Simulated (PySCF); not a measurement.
Predicted microwave data (PBE0-D3(BJ)/def2-SVP geometry optimisation, gas phase in PySCF) for one isomer of C4H7NSi:

```
Rotational constants : A = 6142, B = 1494, C = 1362 MHz
Dipole components    : |μa| = 0.89 D, |μb| = 1.16 D, |μc| = 0.62 D
Inertial defect      : -49.58 u·Å²
κ                    : -0.94
```

Question: Which candidate fits, each taken in the one conformer that was computed?
A. `[N:1]#[C:2][SiH2:3][CH:4]1[CH2:5][CH2:6]1` with C2–Si3–C4–C5 38° (cyclopropyl cyanosilane)
B. `N#CC1([SiH3])CC1`
C. `[CH:1]#[C:2]/[CH:3]=[N:4]\[SiH2:5][CH3:6]` with C3–N4–Si5–C6 119°
D. `[SiH3]N1C=CC=C1`
E. `[CH:1]#[C:2][Si@@H:3]([CH3:4])[N:5]=[CH2:6]` with C2–Si3–N5–C6 118°

Answer: C. It is C#C/C=N\[SiH2]C, a near-prolate asymmetric top, point group C1. The candidates at the same level (rigid rotor, commonest isotopes):

```json
{"SMILES": "C#C/C=N\\[SiH2]C", "A (MHz)": "6142", "B (MHz)": "1494", "C (MHz)": "1362", "μa (D)": "0.89", "μb (D)": "1.16", "μc (D)": "0.62", "Δ (u·Å²)": "-49.58", "point group": "C1", "rotor": "near-prolate asymmetric top"}
{"SMILES": "N#C[SiH2]C1CC1", "A (MHz)": "4404", "B (MHz)": "2141", "C (MHz)": "1655", "μa (D)": "3.15", "μb (D)": "2.04", "μc (D)": "0.02", "Δ (u·Å²)": "-45.46", "point group": "near Cs", "rotor": "asymmetric top"}
{"SMILES": "N#CC1([SiH3])CC1", "A (MHz)": "3579", "B (MHz)": "2610", "C (MHz)": "1746", "μa (D)": "3.14", "μb (D)": "2.52", "μc (D)": "0.00", "Δ (u·Å²)": "-45.39", "point group": "Cs", "rotor": "asymmetric top"}
{"SMILES": "C#C[Si@@H](C)N=C", "A (MHz)": "3834", "B (MHz)": "2090", "C (MHz)": "1478", "μa (D)": "0.35", "μb (D)": "0.14", "μc (D)": "0.73", "Δ (u·Å²)": "-31.61", "point group": "C1", "rotor": "asymmetric top"}
{"SMILES": "[SiH3]n1cccc1", "A (MHz)": "8281", "B (MHz)": "2075", "C (MHz)": "1693", "μa (D)": "1.41", "μb (D)": "0.00", "μc (D)": "0.01", "Δ (u·Å²)": "-6.12", "point group": "–", "rotor": "asymmetric top"}
```

`[SiH3]n1cccc1` has B 39 % too high; `N#C[SiH2]C1CC1` has B 43 % too high; `C#C[Si@@H](C)N=C` has B 40 % too high; `N#CC1([SiH3])CC1` has B 75 % too high. No structure here is proved a minimum.
